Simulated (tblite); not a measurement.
Species: C₆H₉O (doublet state).
SMILES with atom numbers: `[CH2:1]=[CH:2][C:3](=[CH2:4])[C@@H:5]([CH3:6])[O:7]` (hydrogens: H8, H9 on C1; H10 on C2; H11, H12 on C4; H13 on C5; H14, H15, H16 on C6)

Geometry (GFN2-xTB, Å), atoms numbered from 1 in this order:
```xyz
16
C6H9O angstrom
C     -1.7764   -0.8719   -0.8814
C     -1.1405    0.2914   -0.9415
C     -0.1615    0.8036    0.0014
C      0.2567    2.0697   -0.0288
C      0.4647   -0.1569    1.0362
C      1.4345   -1.1373    0.3416
O      0.9241    0.4296    2.1106
H     -2.4932   -1.1602   -1.6307
H     -1.6208   -1.5824   -0.0839
H     -1.3656    0.9709   -1.7554
H      0.9602    2.4343    0.6988
H     -0.0945    2.7645   -0.7740
H     -0.4295   -0.7574    1.3514
H      0.9620   -1.6183   -0.5101
H      1.7675   -1.8904    1.0516
H      2.3048   -0.5801    0.0028
```

Calculated harmonic vibrations of the isolated species, GFN2-xTB (tblite), most abundant isotopes, no scaling. Errors from tens to a few hundred cm⁻¹ against measured bands are possible. One conformer, not necessarily the lowest. Open shells enter through the occupations alone, without spin polarisation, and single modes of such species can be off by tens of per cent.

Harmonic wavenumbers (cm⁻¹): 70.2, 117.2, 165.5, 191.6, 245.0, 295.4, 411.8, 459.8, 484.9, 527.1, 646.2, 681.4, 729.4, 842.7, 884.2, 897.6, 910.2, 949.4, 989.3, 1003.1, 1006.3, 1059.2, 1118.9, 1221.6, 1274.6, 1279.1, 1375.3, 1380.2, 1411.0, 1468.1, 1480.9, 1621.4, 1670.0, 2540.7, 3036.0, 3038.9, 3042.3, 3046.8, 3079.4, 3095.7, 3127.5, 3145.1.

A = 3591, B = 2238, C = 1657 MHz; mass 97.065 u (most abundant isotopes); point group C1, symmetry number 1; spin multiplicity 2.

Problem. Zero-point energy?

Solution. ½Σν̃ = 28010 cm⁻¹ = 80.09 kcal/mol.

Problem. What is S at 400 K and 1 bar for an ideal gas of classical rigid rotors and harmonic oscillators?

Solution. Translation 41.12, rotation 28.46, vibration 28.82, spin (R ln 2) 1.38: S = 99.8 cal/(mol K).

Problem. And Cp and H(400 K) − H(0)?

Solution. Cp = 40.68 cal/(mol K), of which vibrations give 32.73 (their classical limit is 42 R = 83.5); H(400 K) − H(0) = 9.53 kcal/mol without the zero-point energy, 6.35 from vibrations.

Problem. Which modes carry the vibrational entropy at 400 K?

Solution. 70.2 cm⁻¹: 4.73; 117.2 cm⁻¹: 3.72; 165.5 cm⁻¹: 3.05; 191.6 cm⁻¹: 2.77; 245.0 cm⁻¹: 2.30; 295.4 cm⁻¹: 1.96 cal/(mol K); the other 36 give 10.30 together.

Problem. Blend soft modes into free rotors: weight 1/[1 + (100 cm⁻¹/ν̃)⁴] for the oscillator and the rest for a rotor with moment μB/(μ + B), μ = h/(8π²ν), B = 10⁻⁴⁴ kg m². What vibrational entropy results?

Solution. 27.52 cal/(mol K) in place of 28.82, which changes −T·S at 400 K by +0.52 kcal/mol.

Problem. What must be added to the electronic energy to get the Gibbs energy at 400 K and 1 bar?

Solution. ZPE + [H(400 K) − H(0)] − T·S = 80.09 + 9.53 − 39.91 = 49.71 kcal/mol.

Problem. How do the functions run with temperature in this model?

Solution. 
| T (K) | S (cal/(mol K)) | Cp (cal/(mol K)) | H − H(0) (kcal/mol) | G − H(0) (kcal/mol) | ln q(vib) |
| --- | --- | --- | --- | --- | --- |
| 100 | 64.8 | 15.5 | 1.11 | -5.37 | 0.87 |
| 200 | 78.1 | 23.6 | 3.07 | -12.55 | 2.63 |
| 300 | 89.3 | 32.4 | 5.87 | -20.92 | 4.54 |
| 500 | 109.6 | 47.7 | 13.96 | -40.85 | 8.52 |
| 800 | 135.5 | 62.3 | 30.66 | -77.76 | 14.44 |
| 1000 | 150.1 | 68.6 | 43.78 | -106.36 | 18.15 |

q(vib) and H(0) count from the zero-point level.

Hindered rotation and anharmonicity are outside this model. Other conformers, if any are populated, would add a mixing term that is left out. The structure is chiral; the term R ln 2 for an equal mix with its mirror image is left out.
